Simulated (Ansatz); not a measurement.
`BB(C)C[SiH3]` + `CCl` → `BB(C)CCl` + `C[SiH3]`  (formal exchange of groups at a B–C bond)

Program: Ansatz. Geometries: PBE0-D4/def2-TZVP. ΔE: electronic, gas phase. CCSD(T)/CBS is the MP2 limit (def2-TZVPP, def2-QZVPP) plus CCSD(T) − MP2 in def2-TZVPP, frozen cores. This one scheme is used for every species. Functionals use def2-TZVPP. B3LYP here is the variant with VWN-RPA as its local correlation; programs differ in this. One conformer a species, not always the lowest.

| level | ΔE (kJ/mol) | difference from CCSD(T)/CBS |
| --- | --- | --- |
| PBE-D4 | 5.7 | -1.4 |
| r2SCAN-D4 | 4.1 | -3.0 |
| B3LYP-D4 | 5.4 | -1.7 |
| B2PLYP | 4.3 | -2.8 |
| PBE | 3.8 | -3.3 |
| r2SCAN | 3.3 | -3.8 |
| PBE0 | 5.1 | -2.0 |
| B3LYP | 2.5 | -4.6 |
| HF/def2-TZVPP | 3.8 | -3.3 |
| SCS-MP2/def2-TZVPP | 7.1 | 0.0 |
| CCSD(T)/def2-TZVPP | 6.8 | -0.3 |
| HF/def2-QZVPP | 4.4 | -2.7 |
| MP2/def2-QZVPP | 8.2 | 1.1 |
| SCS-MP2/def2-QZVPP | 7.4 | 0.3 |
| HF/CBS(def2) | 4.5 | -2.6 |
| MP2/CBS(def2) | 8.2 | 1.1 |
| CCSD(T)/CBS | 7.1 | 0 |

Largest T1 diagnostic among the species: 0.011.
